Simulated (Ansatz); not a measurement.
Relaxation of BF$_{2}$H$_{3}$NO (8 atoms, charge 0, multiplicity 2), to a largest force component of 0.03 eV/Å in at most 50 steps.

All numbers below come from UKS B3LYP-D4/6-31G* in Ansatz 0.2.0.

```xyz
8
Properties=species:S:1:pos:R:3:forces:R:3
B -0.012 -0.262 0.105 -0.15 0.34 -0.41
F 0.158 -1.311 0.914 0.14 -0.46 0.18
F 1.067 0.458 -0.207 0.00 0.01 0.05
N -1.259 -0.004 -0.480 0.06 -0.03 0.06
H -2.094 -0.479 -0.172 0.01 0.02 -0.01
H -1.426 0.822 -1.034 0.00 0.00 0.00
O -0.732 0.267 2.546 -0.06 0.13 0.13
H -0.018 -0.292 2.919 0.00 0.00 0.00
```

Question: Where does it end, and by what steps?

Answer: The forces met the threshold. The force dipped under the threshold on the way, but the program's further checks kept it going. After 15 steps the energy has fallen by 0.066 eV; O7 moved furthest, 0.59 Å.

```
step  energy less start (eV)  largest force component (eV/Å)  accepted
   0                  0.0000                           0.465       yes
   1                 -0.0174                           0.258       yes
   2                 -0.0179                           0.677       yes
   3                  0.0236                           1.971        no
   4                 -0.0346                           0.354       yes
   5                 -0.0428                           0.521       yes
   6                 -0.0480                           0.330       yes
   7                 -0.0561                           0.363       yes
   8                 -0.0606                           0.114       yes
   9                 -0.0620                           0.131       yes
  10                 -0.0615                           0.245        no
  11                 -0.0636                           0.025       yes
  12                 -0.0641                           0.255       yes
  13                 -0.0656                           0.055       yes
  14                 -0.0660                           0.059       yes
  15                 -0.0662                           0.026       yes
```

```xyz
8
Properties=species:S:1:pos:R:3
B -0.047 -0.252 0.097
F 0.104 -1.307 0.928
F 1.021 0.514 -0.112
N -1.268 -0.020 -0.537
H -2.089 -0.577 -0.359
H -1.421 0.782 -1.130
O -0.463 0.459 3.035
H -0.153 -0.399 2.669
```

Whether the end is a true minimum wasn't checked by a vibrational analysis.

Time of the run: 98 s on 2 threads of Arm Neoverse V2, on a shared host, peak memory 0.21 GiB.
